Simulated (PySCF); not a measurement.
CrO2F, SMILES [O]=[Cr](=[O])[F] (connectivity only; charge and spin as stated), neutral, multiplicity 2.

Geometry: PBE0-D3(BJ)/def2-SVP. The geometry has at least one imaginary mode, so it is a saddle point at that level. The spin state was assumed, not searched. The isomer is the one that the SMILES or the coordinates give; other isomers of the formula were not compared.

The numbers are results of TDA-PBE/def2-SVPD in PySCF, not measurements.

Vertical excitations. Gas-phase values at a fixed geometry.

Computed UV-visible absorptions:
| state | energy (eV) | λ (nm) | f | main pairs |
|---|---|---|---|---|
| root 1 | 0.90 | 1375 | 0.000 | α HOMO→LUMO 100 % |
| root 2 | 1.82 | 681 | 0.000 | α HOMO→LUMO+1 99 % |
| root 3 | 2.46 | 505 | 0.000 | α HOMO−1→LUMO 94 %, β HOMO→LUMO 6 % |
| root 4 | 2.94 | 422 | 0.000 | α HOMO−1→LUMO 6 %, β HOMO→LUMO 94 % |
| root 5 | 2.98 | 416 | 0.000 | β HOMO→LUMO+1 100 % |
| root 6 | 3.20 | 388 | 0.000 | α HOMO−1→LUMO+1 79 %, β HOMO→LUMO+2 18 % |
| root 7 | 3.55 | 349 | 0.001 | α HOMO−2→LUMO 70 %, β HOMO−1→LUMO 26 % |
| root 8 | 3.56 | 348 | 0.000 | α HOMO−3→LUMO 48 %, α HOMO→LUMO+2 23 %, β HOMO−2→LUMO 18 % |
| root 9 | 3.63 | 342 | 0.000 | α HOMO→LUMO+2 73 %, β HOMO−2→LUMO 12 % |
| root 10 | 3.79 | 328 | 0.000 | α HOMO−1→LUMO+1 17 %, β HOMO→LUMO+2 81 % |
Unrestricted roots are not spin-pure.
